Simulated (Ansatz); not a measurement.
A trace of molecular dynamics of BrF$_{6}$HMo (9 atoms, charge 0, multiplicity 1).

Theory: RKS PBE/def2-SVP in Ansatz.

```
ensemble                      : NVE (velocity Verlet)
starting velocities drawn for : 100 K
seed                          : 9383
```

```
time (fs)  T (K)  potential energy less start (eV)  conserved less start (meV/atom)
      0.0    100                             0.000                             0.00
      4.0     92                             0.008                             0.00
      8.0     72                             0.026                             0.00
     12.0     55                             0.041                             0.01
     16.0     49                             0.046                             0.01
     20.0     52                             0.044                             0.01
     24.0     50                             0.045                             0.01
     28.0     41                             0.053                             0.01
     32.0     30                             0.063                             0.00
     36.0     26                             0.067                             0.00
     40.0     31                             0.062                             0.00
     44.0     42                             0.053                             0.00
     48.0     48                             0.047                             0.00
     52.0     42                             0.053                             0.00
     56.0     30                             0.063                             0.00
     60.0     22                             0.070                             0.01
     64.0     28                             0.065                             0.01
     68.0     42                             0.052                             0.01
     72.0     54                             0.042                             0.01
     76.0     56                             0.040                             0.01
     80.0     54                             0.041                             0.01
     84.0     54                             0.042                             0.00
     88.0     61                             0.035                             0.00
     92.0     69                             0.028                             0.00
     96.0     71                             0.026                             0.00
    100.0     62                             0.035                             0.00
```

Problem. Is this trajectory sound?

Solution. The conserved energy stayed within 0.0082 meV per atom of its start (net change 0.0016 meV per atom), so the integration is sound. A run of 0.1 ps of so small a system gives no equilibrium averages. The orbitals stay closed-shell, which can raise the energy where a bond breaks towards radicals; this wasn't checked here. The time step was 0.5 fs.

The run took 7.7 min on 4 threads of Arm Neoverse V2, on a shared host, peak memory 0.24 GiB.
